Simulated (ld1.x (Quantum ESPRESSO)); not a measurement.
## u(r) = r·R(r): atom against pseudo-atom (holmium)

Columns: radius, all-electron u(r) and pseudo u(r) of the 5d shell (level -2.48 eV) of holmium in the configuration [Kr] 4d10 4f10 5s2 5p6 5d1 6s1.75 6p0.25; PBE, scalar-relativistic, TM scheme, ld1.x (Quantum ESPRESSO) 7.5.

```csv
r (bohr),all-electron,pseudo
0.132,0.1649,0.0014
0.265,-0.0485,0.0107
0.398,-0.2382,0.0346
0.530,-0.2245,0.0763
0.663,-0.0943,0.1363
0.795,0.0667,0.2102
0.928,0.2187,0.2927
1.060,0.3441,0.3750
1.193,0.4421,0.4510
1.325,0.5132,0.5140
1.458,0.5625,0.5621
1.590,0.5935,0.5942
1.723,0.6108,0.6124
1.855,0.6172,0.6189
1.988,0.6156,0.6169
2.120,0.6082,0.6089
2.252,0.5967,0.5970
2.385,0.5822,0.5823
2.518,0.5658,0.5658
2.650,0.5482,0.5482
2.782,0.5300,0.5300
2.915,0.5113,0.5113
3.048,0.4925,0.4925
3.180,0.4739,0.4739
3.312,0.4555,0.4555
3.445,0.4371,0.4371
```

Task: How many radial nodes do the two functions have?

Result: The all-electron 5d function has n − l − 1 = 2; the pseudo-wave has 0, since the states of the same l below it are removed with the core.

Task: At about which radius was the pseudo-wave matched?

Result: 2.65 bohr. The columns agree to 0.0005 from 2.25 bohr on; several derivatives are matched, so the curves merge somewhat inside the radius.

Task: Is the pseudo-wave norm-conserving?

Result: Yes: the TM scheme keeps the norm inside the radius equal to the all-electron one, which fixes the energy derivative of the logarithmic derivative at the level.
